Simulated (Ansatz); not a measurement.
Input file for Ansatz (a program for electronic structure): R-PBE/def2-TZVPPD on H2 (SMILES [H][H]) with ghost functions, monomers drawn apart or pushed together. Files ending in .json are basis or fitting sets from the Basis Set Exchange.

Ansatz 0.2 input:
```yaml
crystal:
  periodic: [false, false, false]
  atoms:
    - {symbol: H, position_ang: [-0.29656038, 0.10106548, 2.64346522]}
    - {symbol: H, position_ang: [-0.43316132, 0.06432046, 3.37471104]}
basis:
  gaussian:
    orbitals: def2-TZVPPD.json
    ghost_atoms:
      - {symbol: C, position_ang: [0.40942645, 0.55153586, -0.32883006]}
      - {symbol: C, position_ang: [-0.13505697, -0.61369184, -0.01149816]}
      - {symbol: H, position_ang: [1.48203390, 0.70262540, -0.31143485]}
      - {symbol: H, position_ang: [-0.19496967, 1.40264911, -0.61852531]}
      - {symbol: H, position_ang: [-1.20767617, -0.76484229, -0.02834837]}
      - {symbol: H, position_ang: [0.46917994, -1.46471260, 0.27883128]}
hamiltonian:
  xc: {name: PBE}
scf: {lower_state_search: off}
```

The head of its log:

```
WARN ansatz: RAYON_NUM_THREADS=1 ignored (pool sized by the plan → 1); use --threads N
Functional definition: PBE
these checks for a lower state are left out or cut short: stability, starts, cluster_reference, orbital_swaps, neighbouring_geometries, increment
integrals: 0.04 GiB planned
638 factors; their error is unknown
mean field: 0.51 GiB planned
mean field evaluation 1: about -31.4057 eV, gradient 9.4e0 eV
mean field evaluation 2: about -31.6942 eV, gradient 3.2e0 eV
```

**Question.** What total energy does the run end on?

**Answer.** -1.1661 hartree.
